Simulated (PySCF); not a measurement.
C₃H₇NSi, SMILES C(=C=C[SiH3])N. The structure is a stationary point at PBE-D3(BJ)/def2-SVP. The structure was generated by enumeration; whether it is a known compound was not checked. Other conformers were not sampled.

Computed equilibrium geometry at PBE-D3(BJ)/def2-SVP (PySCF confirms it by a frequency run) as a Z-matrix (one conformer of several):
```
C
C 1 1.3228
C 1 1.3290 2 174.68
N 3 1.4037 1 127.41 2 88.14
H 4 1.0237 3 113.82 1 15.09
H 4 1.0240 5 110.47 3 -129.07
H 3 1.1059 1 118.10 2 -87.97
H 2 1.1112 1 119.59 3 176.22
Si 2 1.8855 8 117.86 1 179.65
H 9 1.5025 2 109.59 8 179.47
H 9 1.5083 10 109.30 2 -121.60
H 9 1.5087 10 109.29 11 -116.74
```
